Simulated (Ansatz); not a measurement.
The cluster Sn₄O₄. The state is a singlet with charge 0. Geometry PBE-D4/def2-SVP.

```xyz
8

Sn    0.5681   -0.1627    1.9310
Sn   -1.7856   -0.9079   -0.2552
Sn   -0.1609    1.9519   -0.4921
Sn    1.3786   -0.8812   -1.1837
O    -1.1847    0.7573    1.0173
O    -0.4882    0.1398   -1.6595
O     0.1382   -1.6775    0.4229
O     1.5345    0.7803    0.2193
```

In the def2 sets Sn takes a core potential; there is no spin–orbit coupling. LC-ωPBE has ω = 0.4 bohr⁻¹. The structure comes from a short search, and lower isomers may exist.

(1) Estimate the orbital energies around the gap (eV) in Ansatz with PBE-D4/def2-SVP, PBE-D4/def2-TZVP, revPBE-D4/def2-TZVP, r2SCAN-D4/def2-TZVP, LC-ωPBE/def2-TZVP.

Results:

(1) 
```json
{"orbital": "HOMO−5", "PBE-D4/def2-SVP": "-6.48", "PBE-D4/def2-TZVP": "-6.60", "revPBE-D4/def2-TZVP": "-6.51", "r2SCAN-D4/def2-TZVP": "-6.97", "LC-ωPBE/def2-TZVP": "-10.94"}
{"orbital": "HOMO−4", "PBE-D4/def2-SVP": "-6.48", "PBE-D4/def2-TZVP": "-6.60", "revPBE-D4/def2-TZVP": "-6.51", "r2SCAN-D4/def2-TZVP": "-6.97", "LC-ωPBE/def2-TZVP": "-10.94"}
{"orbital": "HOMO−3", "PBE-D4/def2-SVP": "-6.48", "PBE-D4/def2-TZVP": "-6.60", "revPBE-D4/def2-TZVP": "-6.51", "r2SCAN-D4/def2-TZVP": "-6.97", "LC-ωPBE/def2-TZVP": "-10.94"}
{"orbital": "HOMO−2", "PBE-D4/def2-SVP": "-5.60", "PBE-D4/def2-TZVP": "-5.68", "revPBE-D4/def2-TZVP": "-5.60", "r2SCAN-D4/def2-TZVP": "-5.97", "LC-ωPBE/def2-TZVP": "-9.19"}
{"orbital": "HOMO−1", "PBE-D4/def2-SVP": "-5.60", "PBE-D4/def2-TZVP": "-5.68", "revPBE-D4/def2-TZVP": "-5.60", "r2SCAN-D4/def2-TZVP": "-5.97", "LC-ωPBE/def2-TZVP": "-9.19"}
{"orbital": "HOMO", "PBE-D4/def2-SVP": "-5.60", "PBE-D4/def2-TZVP": "-5.68", "revPBE-D4/def2-TZVP": "-5.60", "r2SCAN-D4/def2-TZVP": "-5.97", "LC-ωPBE/def2-TZVP": "-9.19"}
{"orbital": "LUMO", "PBE-D4/def2-SVP": "-2.29", "PBE-D4/def2-TZVP": "-2.41", "revPBE-D4/def2-TZVP": "-2.29", "r2SCAN-D4/def2-TZVP": "-2.24", "LC-ωPBE/def2-TZVP": "0.21"}
{"orbital": "LUMO+1", "PBE-D4/def2-SVP": "-2.29", "PBE-D4/def2-TZVP": "-2.41", "revPBE-D4/def2-TZVP": "-2.29", "r2SCAN-D4/def2-TZVP": "-2.24", "LC-ωPBE/def2-TZVP": "0.22"}
{"orbital": "LUMO+2", "PBE-D4/def2-SVP": "-2.29", "PBE-D4/def2-TZVP": "-2.41", "revPBE-D4/def2-TZVP": "-2.29", "r2SCAN-D4/def2-TZVP": "-2.24", "LC-ωPBE/def2-TZVP": "0.22"}
{"orbital": "LUMO+3", "PBE-D4/def2-SVP": "-0.62", "PBE-D4/def2-TZVP": "-0.84", "revPBE-D4/def2-TZVP": "-0.74", "r2SCAN-D4/def2-TZVP": "-0.57", "LC-ωPBE/def2-TZVP": "1.76"}
{"orbital": "LUMO+4", "PBE-D4/def2-SVP": "-0.62", "PBE-D4/def2-TZVP": "-0.84", "revPBE-D4/def2-TZVP": "-0.74", "r2SCAN-D4/def2-TZVP": "-0.57", "LC-ωPBE/def2-TZVP": "1.76"}
{"orbital": "LUMO+5", "PBE-D4/def2-SVP": "-0.39", "PBE-D4/def2-TZVP": "-0.52", "revPBE-D4/def2-TZVP": "-0.42", "r2SCAN-D4/def2-TZVP": "-0.29", "LC-ωPBE/def2-TZVP": "2.22"}
```
